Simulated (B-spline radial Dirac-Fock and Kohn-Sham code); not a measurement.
# W⁴⁺ 3p3/2: cross section and angular parameters

System: tungsten as W⁴⁺, configuration [Xe] 4f14 5d2; threshold 2317.5 eV (orbital energy of the model). The computed values come from a radial atomic solver: Dirac-Hartree-Slater photoionisation with a Latter tail; cross sections with all multipoles, angular parameters from the dipole term and its interference with E2.

For linearly polarised light dσ/dΩ = σ/(4π) [1 + β P₂(cos θ) + (δ + γ cos²θ) sin θ cos φ], with θ from the polarisation vector and φ the angle between the beam and the projection of the electron momentum on the plane normal to the polarisation.

| hν (eV) | σ (kb) | β | γ | δ |
| --- | --- | --- | --- | --- |
| 3390 | 71.8 | 1.452 | 0.116 | 0.019 |
| 3490 | 68.2 | 1.477 | 0.085 | 0.017 |
| 4270 | 46.9 | 1.594 | -0.044 | 0.010 |
| 4850 | ? | ? | ? | ? |
| 5414.7 | 29.0 | 1.661 | -0.018 | 0.013 |
| 6000 | 23.4 | 1.676 | 0.043 | 0.015 |
| 6560 | 19.3 | 1.684 | 0.115 | 0.017 |
| 6780 | 17.9 | 1.686 | 0.146 | 0.018 |
| 8200 | 11.6 | 1.687 | 0.364 | 0.023 |
| 12000 | 4.61 | 1.645 | 0.944 | 0.037 |
| 14000 | 3.11 | 1.616 | 1.213 | 0.044 |
| 15000 | 2.60 | 1.601 | 1.340 | 0.048 |

Task: Give the values at 4850 eV.

Result: σ = 36.4 kb, β = 1.637, γ = -0.052, δ = 0.011.
